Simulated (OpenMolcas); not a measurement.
**Co⁶⁺: CASPT2 settings compared**

```
Program             : OpenMolcas
Basis               : ANO-R2 [7s5p4d2f1g]
Scalar Hamiltonian  : X2C, finite nucleus
Active space        : 3 electrons in 5 orbitals (3d)
State averaging     : 2S+1 = 4 even, 10 roots; 2S+1 = 2 even, 40 roots (9 in the spin-orbit step)
Spin-orbit coupling : state interaction with AMFI integrals over the reference wave functions, term energies averaged over their components
```

Methods on the same reference wave functions:
A. CASSCF
B. SS-CASPT2, IPEA 0.2 Eh, sigma2 regulariser 0.4 Eh (closed shells correlated: none)
C. XMS-CASPT2, IPEA 0.35 Eh, no level shift (closed shells correlated: none)
D. XMS-CASPT2, IPEA 0.35 Eh, imaginary shift 0.1 Eh (closed shells correlated: none)

Energies in cm⁻¹ above 3d³ ⁴F_3/2, the measured ground level; measured values from Sugar and Corliss, J. Phys. Chem. Ref. Data 10, 1097 (1981).

| Level | A | B | C | D | Measured |
| --- | --- | --- | --- | --- | --- |
| 3d³ ⁴F_3/2 | 0.0 | 0.0 | 0.0 | 0.0 | 0.0 |
| 3d³ ⁴F_5/2 | 667 | 667 | 667 | 667 | 698 |
| 3d³ ⁴F_7/2 | 1585 | 1584 | 1584 | 1584 | 1610 |
| 3d³ ⁴F_9/2 | 2738 | 2730 | 2730 | 2730 | 2723 |
| 3d³ ⁴P_1/2 | 25754 | 24060 | 24050 | 24050 | 21096 |
| 3d³ ⁴P_3/2 | 26154 | 24460 | 24450 | 24450 | 21304 |
| 3d³ ²G_7/2 | 26551 | 25290 | 25400 | 25400 |  |
| 3d³ ⁴P_5/2 | 26821 | 25130 | 25120 | 25120 | 22187 |

Deviations, from unrounded energies. A percentage is the sum of absolute deviations over the sum of measured energies, with the sign that they share, or ± where signs differ.

```csv
Against measurement,Levels,A,B,C,D
mean absolute deviation (cm-1),6,2400,1500,1500,1500
fine structure of the ground term (%),3,±1.4,±1.4,±1.4,±1.4
other terms of the ground configuration (%),3,+21.9,+14.0,+14.0,+14.0
```

B, C, D lie about equally close to measurement and A furthest from it. The largest miss of C in the table is 3d³ ⁴P_3/2, by +3100 cm-1. The ranking rests on the paired levels alone, and a cruder setting can come out closer through cancelling errors.

Among B to D the level of the table that moves most is 3d³ ²G_7/2, by 110 cm-1 (lowest in B, highest in D). Moves below CASPT2's spread within the term are not significant.

The two smallest mean deviations differ by little beside CASPT2's spread within terms, so their order carries little weight.

From A to B the spin-free energies of the other terms of 3d³ shown, above ⁴F, scale by factors of 0.93 to 0.95, as is usual when dynamic correlation screens the repulsion within a d or f shell.

The lowest spin-free term lies below A's lowest term by 0.019 hartree in B, 0.019 hartree in C, 0.019 hartree in D.

Term energies are means over components that CASPT2 splits; among the terms shown or strongly mixed into the levels shown the widest spread is 130 cm-1 (3d³ ⁴F, C). Some high roots are left out of the spin-orbit mixing, which shifts the levels that they would mix with. Without dynamic correlation excited terms often stand tens of per cent too high (terms of higher spin than the ground term too low), and those without a measured partner can miss by more than the paired ones (holds for A). Measured partners are found by configuration, term and J. A level has none where our copy of the source lacks it or the pairing is in doubt (some pairs that miss far off the trend of their configuration count as doubtful), and it then counts in no deviation. Levels of configurations outside the active space are missing. The table leaves out levels that lie high or whose names do not pair safely across all columns.
